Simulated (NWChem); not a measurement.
Species: C₂H₅O₂ cation; SMILES CC(O)=[OH+]

```xyz
9

C      0.0256    -1.4224     0.0030
C     -0.0073     0.0532     0.0086
O     -1.1427     0.6432    -0.1134
O      1.0367     0.8137     0.0993
H      0.8412    -1.8164     0.6399
H     -0.9534    -1.8287     0.3175
H      0.2104    -1.7593    -1.0435
H     -1.0662     1.6308    -0.1323
H      1.8844     0.3202     0.1937
```
Atoms are numbered in this order, from 1.

Computed with NWChem. STO-3G and 3-21G are far too small for this property and stand as cheap habits. Coordinates come from a PBE-D3(BJ)/def2-SVP optimisation. Field at 589 nm.

**Question.** Predict the results for B3LYP/STO-3G. Quantities: isotropic polarisability (bohr³); anisotropy (bohr³).

**Answer.** 
| Property | Result |
|---|---|
| isotropic polarisability (bohr³) | 17.2 |
| anisotropy (bohr³) | 14.4 |
